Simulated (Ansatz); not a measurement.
Cost and result for the atomization energy of `OC#C[O][GaH2]` (8 atoms, 7 bonds).

Total charge 0; spin multiplicity 1. Correlated methods include outer-core shells of Ga, which these sets cover unevenly. Scalar relativity is left out up to krypton. Geometry: relaxed with PBE0-D4/def2-TZVP. It is one conformer, not always the lowest. Program: Ansatz. All runs use 4 threads of an Arm Neoverse V2 on a shared host. Times are those of one run each, without the atoms' runs, and a repeat can differ threefold. Electronic energies, without spin–orbit coupling; frozen cores. CCSD(T)/CBS adds CCSD(T) − MP2 in def2-TZVPP to the MP2 limit, and its time is that of the two runs behind it. T1 = 0.015. With those shells the extrapolation isn't a true limit. B3LYP takes the VWN-RPA correlation (the form of Gaussian; ORCA's B3LYP/G).

CCSD(T)/CBS is a level of theory with its own doubt, some kJ/mol a heavy atom from the limit and from the frozen cores, so smaller differences don't rank the functionals.

```
                             level  functions  wall time  atomization (kcal/mol)  difference from CCSD(T)/CBS  per bond
                BLYP-D4/def2-TZVPP        214      1.8 s                   699.2                          4.5       0.6
   PBE-D4/def2-TZVPP (with forces)        214      1.9 s                   723.9                         29.2       4.2
           CAM-B3LYP-D4/def2-TZVPP        214        3 s                   697.3                          2.6       0.4
 B3LYP-D4/def2-TZVPP (with forces)        214      3.6 s                   691.2                         -3.5      -0.5
r2SCAN-D4/def2-TZVPP (with forces)        214      3.9 s                   699.6                          4.9       0.7
             r2SCANh-D4/def2-TZVPP        214      4.4 s                   690.4                         -4.3      -0.6
                 B2PLYP/def2-TZVPP        214      4.7 s                   687.7                         -7.0      -1.0
                ωB97X-V/def2-TZVPP        214      6.5 s                   696.0                          1.3       0.2
                  CCSD(T)/def2-SVP        103      6.5 s                   654.7                        -40.0      -5.7
                 B97M-V/def2-TZVPP        214        7 s                   696.4                          1.7       0.2
                    MP2/def2-QZVPP        407       17 s                   714.4                         19.7       2.8
                CCSD(T)/def2-TZVPP        214    2.1 min                   675.0                        -19.7      -2.8
                 CCSD(T)/CBS(def2)          –    2.4 min                   694.7                          0.0       0.0
```

From BLYP to BHLYP (50 % exact exchange), in def2-TZVPP and without D4, the atomization energy moves by −41.3 kcal/mol: exact exchange takes away binding that semilocal exchange gives to molecules. The D4 term adds +5.6 kcal/mol with B3LYP and +2.9 kcal/mol with PBE0; it sums over pairs of atoms, weighted by their polarisabilities, and B3LYP, whose exchange is more repulsive, gets the larger term. Leaving LDA and LC-ωPBE aside and taking each functional with its dispersion term where it has one, the values, not all of them listed here, spread over 69.3 kcal/mol, from BHLYP-D4 to PBE-D4. LDA lies +115.9 kcal/mol from PBE without D4, its usual overbinding.
